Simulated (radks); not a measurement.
Q: Valence configurations of neutral gadolinium (all share [Xe]). All-electron calculation, scalar-relativistic Kohn-Sham, PBEsol, spin-polarised, spherical densities, finite nucleus; open shells are filled with parallel spins first (spin-orbit coupling, left out, can overturn this in heavy ions); Fermi nuclear charge, rms radius 5.1569 fm. Program: a radial shooting solver on a logarithmic mesh with Libxc functionals. Order these by energy: 4f7.5 5d0.5 6s2; 4f7 5d0.5 6s2 6p0.5; 4f7 5d1 6s2; 4f6 5d2 6s2; 4f7 5d1 6s1 6p1; 4f6 5d2 6s1 6p1; 4f7 5d1.5 6s1.5.

A: From the lowest, in eV above it: 4f7.5 5d0.5 6s2 0.000; 4f7 5d1 6s2 0.601; 4f7 5d1.5 6s1.5 0.930; 4f7 5d0.5 6s2 6p0.5 1.507; 4f7 5d1 6s1 6p1 2.453; 4f6 5d2 6s2 10.757; 4f6 5d2 6s1 6p1 12.622. NIST lists [Xe] 4f7 5d1 6s2 as the ground configuration; this level of theory puts 4f7.5 5d0.5 6s2 lower, by 0.601 eV. The energies are those of spherical high-spin densities, not of single terms. No valid solution was reached for [Xe] 4f9 5d1; [Xe] 4f9 6p1; [Xe] 4f8 5d1 6s1.
